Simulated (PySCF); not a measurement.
## Löwdin shares of the frontier orbitals

C3H12OSi2.
Geometry (GFN2-xTB, Å), atoms numbered from 1 in this order:
```
atom  x, y, z in Å
C1    -2.3447   -1.2199    0.1949
Si2   -1.5946    0.5170    0.0972
C3     0.0999    0.3943   -0.7901
C4     0.7928    1.7327   -0.9875
O5     0.8528   -0.4617    0.0532
Si6    2.3463   -1.0587   -0.0884
H7    -3.2598   -1.2182    0.7791
H8    -1.6514   -1.9136    0.6621
H9    -2.5847   -1.6067   -0.7921
H10   -2.4655    1.4239   -0.6662
H11   -1.3525    1.0583    1.4374
H12    0.0089   -0.0927   -1.7709
H13    0.1690    2.3863   -1.5917
H14    1.7522    1.5982   -1.4856
H15    0.9681    2.2048   -0.0240
H16    2.3420   -1.9740    1.0427
H17    3.3814   -0.0258    0.0302
H18    2.5309   -1.7379   -1.3769
```

Computed, not measured: PySCF, TDDFT CAM-B3LYP/def2-SVPD, vertical, gas phase, core orbitals frozen in the response.

Frontier orbitals with the atoms that hold most of them (Löwdin shares over 4%, at most four atoms; ? is withheld):

| orbital | ε (eV) | atoms |
| --- | --- | --- |
| HOMO-3 | -10.71 | Si6 18%, H16 15%, Si2 13%, H11 12% |
| HOMO-2 | -10.40 | C1 38%, Si2 25%, H10 6%, H11 6% |
| HOMO-1 | -9.55 | ? |
| HOMO | ? | ? |
| LUMO | 1.10 | Si6 26%, Si2 10%, C4 9%, H18 8% |
| LUMO+1 | 1.38 | Si6 34%, H17 9%, H18 8%, Si2 7% |
| LUMO+2 | 1.43 | Si6 20%, Si2 15%, C1 14%, H7 7% |

(1) Give the leading atoms of the HOMO.

(2) Give the leading atoms of the HOMO-1.

(3) What is the HOMO energy, and the HOMO–LUMO gap?

Answers

(1) O5 (bonded to C and Si) 26%; C3 (bonded to C, O, Si and H) 26%; Si2 (bonded to 2 C and 2 H) 16%; C4 (bonded to C and 3 H) 8%. By element: carbon 33% or more, oxygen 26%, silicon 16% or more.

(2) O5 (bonded to C and Si) 46%; Si6 (bonded to O and 3 H) 14%; C3 (bonded to C, O, Si and H) 10%; H17 (bonded to Si) 9%.

(3) ε(HOMO) = -9.09 eV; the gap is 10.18 eV (0.3743 hartree).

**Question.** How does S1 compare with the orbital gap of 10.18 eV?

**Answer.** S1 is at 7.13 eV (f = 0.016), 3.05 eV below the gap, made of HOMO→LUMO (87%). Without the coupling terms of the response equations the lowest excitation would equal the gap.

**Question.** One configuration dominates each of S1 and S2. Which, and how do the shares of the two leading atoms of either orbital change from the occupied to the empty one?

**Answer.** 
- S1 (7.13 eV, f 0.016), HOMO→LUMO (87%): O5 26% → at most 8%, C3 26% → at most 8%, Si6 at most 8% → 26%, Si2 16% → 10%
- S2 (7.24 eV, f 0.0022), HOMO-1→LUMO (76%): O5 46% → at most 8%, Si6 14% → 26%, Si2 at most 9% → 10%

Hardware: one thread, Arm Neoverse V2 (aarch64), no GPU, on a shared host. Cost: 51 s, 1.0 GiB resident at most.

One conformer stands for the species.
